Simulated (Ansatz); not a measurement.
A structure relaxed at PBE0-D4/def2-TZVP, charge 0, multiplicity 1:

| atom | x (Å) | y (Å) | z (Å) |
| --- | --- | --- | --- |
| B1 | 2.378 | -0.906 | 0.491 |
| C2 | 1.142 | -0.573 | -0.322 |
| C3 | 0.170 | 0.292 | 0.053 |
| O4 | 0.224 | 0.923 | 1.238 |
| C5 | -1.058 | 0.571 | -0.769 |
| N6 | -2.288 | 0.005 | -0.235 |
| H7 | 3.179 | -1.691 | 0.068 |
| H8 | 2.575 | -0.393 | 1.553 |
| H9 | 0.972 | -1.031 | -1.293 |
| H10 | -0.490 | 1.566 | 1.299 |
| H11 | -0.902 | 0.180 | -1.775 |
| H12 | -1.192 | 1.656 | -0.868 |
| H13 | -2.185 | -0.995 | -0.108 |
| H14 | -2.525 | 0.396 | 0.668 |

(1) Give its formula and SMILES.

(2) Point group (tolerance 0.08 Å, 0.16 Å for H)?

(3) Summarise the bond lengths by kind.

## Answers

(1) C3H8BNO, `B/C=C(\O)CN`.

(2) C1.

(3) 1 × B–C 1.516 Å; 2 × B–H 1.196 to 1.199 Å; 2 × C–C 1.354 to 1.505 Å; 3 × C–H 1.087 to 1.098 Å; 1 × C–O 1.343 Å; 1 × H–O 0.962 Å; 1 × C–N 1.455 Å; 2 × H–N 1.012 to 1.013 Å.

Computed with Ansatz.
